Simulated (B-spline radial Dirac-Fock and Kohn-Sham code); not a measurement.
**Compton profile of Ni⁺**

System: Ni⁺ in the configuration [Ar] 3d8 4p1 (an excited configuration).

Calculated with an atomic code on a B-spline grid, using the impulse approximation on Dirac-Fock orbitals of the configuration average with a finite nucleus. pz is in atomic units of momentum; subshell profiles are per electron, for a selection of subshells; open shells are spread over both j values by their weights.

| pz | J total | J 3s1/2 | J 3p1/2 | J 3p3/2 | J 4p3/2 |
| --- | --- | --- | --- | --- | --- |
| 0 | 4.797 | 0.321 | 0.199 | 0.202 | 0.886 |
| 0.14 | 4.784 | 0.319 | 0.199 | 0.202 | 0.879 |
| 0.21 | 4.751 | 0.315 | 0.199 | 0.202 | 0.853 |
| 0.3 | 4.661 | 0.308 | 0.199 | 0.202 | 0.778 |
| 0.43 | 4.446 | 0.295 | 0.199 | 0.201 | 0.593 |
| 0.63 | 4.066 | 0.268 | 0.197 | 0.199 | 0.286 |
| 0.9 | 3.683 | 0.222 | 0.191 | 0.193 | 0.0700 |
| 1.3 | 3.231 | 0.151 | 0.172 | 0.173 | 0.00863 |
| 1.9 | 2.475 | 0.0700 | 0.126 | 0.126 | 0.00590 |
| 2.7 | 1.601 | 0.0235 | 0.0650 | 0.0638 | 0.00346 |
| 3.9 | 0.8850 | 0.0150 | 0.0173 | 0.0166 | 0.000858 |
| 5.7 | 0.4833 | 0.0111 | 0.00401 | 0.00401 | 0.000144 |
| 8.2 | 0.2596 | 0.00291 | 0.00351 | 0.00353 | 0.000119 |
| 12 | 0.1133 | 0.000401 | 0.00168 | 0.00164 | 5.73e-05 |
| 17 | 0.04637 | 0.000336 | 0.000434 | 0.000411 | 1.44e-05 |
| 25 | 0.01502 | 0.000154 | 5.72e-05 | 5.22e-05 | 1.81e-06 |
| 36 | 0.004141 | 3.94e-05 | 5.98e-06 | 5.16e-06 | < 1e-6 |
| 51 | 0.0009501 | 7.81e-06 | < 1e-6 | < 1e-6 | < 1e-6 |
| 74 | 0.0001605 | 1.17e-06 | < 1e-6 | < 1e-6 | < 1e-6 |
| 110 | 2.148e-05 | < 1e-6 | < 1e-6 | < 1e-6 | < 1e-6 |

J(0) = 4.797. The 3d5/2 subshell gives the largest part, 18 %.

Mean momentum ⟨p⟩ by subshell (a.u.): 1s1/2 23.9, 2s1/2 8.00, 2p1/2 10.8, 2p3/2 10.6, 3s1/2 3.23, 3p1/2 3.76, 3p3/2 3.72, 3d3/2 3.74, 3d5/2 3.72, 4p1/2 0.774, 4p3/2 0.768.
